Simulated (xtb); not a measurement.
A run for xtb: GFN2-xTB on GeH4O (SMILES [OH][GeH3]), a point of a bond scan (R = 4.164 Å).

```
$ xtb mol.xyz --gfn 2 --sp --chrg 0 --uhf 0
6

Ge    -0.32903929     0.06812490     0.07330265
O      1.35705815    -0.35716009    -0.37168713
H     -0.91088619    -0.53464486     4.15195880
H     -1.18632723    -0.88517582    -0.76517759
H     -0.60848715     1.54275960    -0.28108933
H      2.01214474     0.17482329     0.09016316
```

The head of its log:

```
[...]
           -------------------------------------------------
          |                Calculation Setup                |
           -------------------------------------------------



molecular fragmentation (1/2 indicates fragments):
112111
# atoms in fragment 1/2:     5     1
 fragment masses (1/2) :       91.65        1.01
CMA distance (Bohr)    :   8.119
constraining FC (au)   :  0.0500

           -------------------------------------------------
          |                 G F N 2 - x T B                 |
           -------------------------------------------------

        Reference                      10.1021/acs.jctc.8b01176
      * Hamiltonian:
        H0-scaling (s, p, d)           1.850000    2.230000    2.230000
        zeta-weighting                 0.500000
      * Dispersion:
        s8                             2.700000
        a1                             0.520000
        a2                             5.000000
        s9                             5.000000
      * Repulsion:
        kExp                           1.500000    1.000000
        rExp                           1.000000
      * Coulomb:
        alpha                          2.000000
        third order                    shell-resolved
        anisotropic                    true
        a3                             3.000000
        a5                             4.000000
        cn-shift                       1.200000
        cn-exp                         4.000000
        max-rad                        5.000000


          ...................................................
          :                      SETUP                      :
          :.................................................:
          :  # basis functions                  18          :
          :  # atomic orbitals                  17          :
          :  # shells                            9          :
          :  # electrons                        14          :
          :  max. iterations                   250          :
          :  Hamiltonian                  GFN2-xTB          :
          :  restarted?                      false          :
          :  GBSA solvation                  false          :
          :  PC potential                    false          :
          :  electronic temp.          300.0000000     K    :
          :  accuracy                    1.0000000          :
          :  -> integral cutoff          0.2500000E+02      :
          :  -> integral neglect         0.1000000E-07      :
          :  -> SCF convergence          0.1000000E-05 Eh   :
          :  -> wf. convergence          0.1000000E-03 e    :
          :  Broyden damping             0.4000000          :
          :  net charge                          0          :
          :  unpaired electrons                  0          :
          ...................................................

 iter      E             dE          RMSdq      gap      omega  full diag
   1     -7.7895590 -0.778956E+01  0.870E+00    0.42       0.0  T
   2     -7.5578060  0.231753E+00  0.131E+01    1.47       1.0  T
```

**Question.** What total energy does the run end on?

**Answer.** -7.9010 hartree.
